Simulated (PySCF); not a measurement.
## Dipole response of Os⁻ (osmium, charge -1)

[Xe] 4f14 5d7 6s2, high-spin 4F determinant. Computed with PySCF 2.14 in aug-cc-pVTZ-PP with ECP60MDF, with scalar relativity through the core potential. Coupled (time-dependent) response in atomic units; α is the mean over directions.

```tsv
method	mean α (bohr³)	C₆ (like pair)	S(−4)
UHF	3228	84640	31650000
```

S(−4) is the Cauchy moment in α(ω) = α(0) + S(−4) ω² + …

Spin-orbit coupling is absent.

α(iu) at UHF:

| u (hartree) | α(iu) (bohr³) |
| --- | --- |
| 0 | 3228 |
| 0.0500 | 233.3 |
| 0.100 | 111.3 |
| 0.200 | 51.76 |
| 0.300 | 32.02 |
| 0.500 | 17.40 |
| 0.750 | 10.61 |
| 1.00 | 7.352 |
| 1.50 | 4.255 |
| 2.00 | 2.808 |
| 3.00 | 1.491 |
| 5.00 | 0.6214 |

For an ion, C₆ is the dispersion term alone; charge-induced terms of lower order in 1/R come first.

Energies and moments cover only the electrons outside the core potential. Spin-orbit coupling, absent here, splits the open shell strongly. ⟨S²⟩ = 3.96 against 3.75 shows spin contamination. The outer electron is barely bound at this level, so radii and moments hang on the diffuse functions.
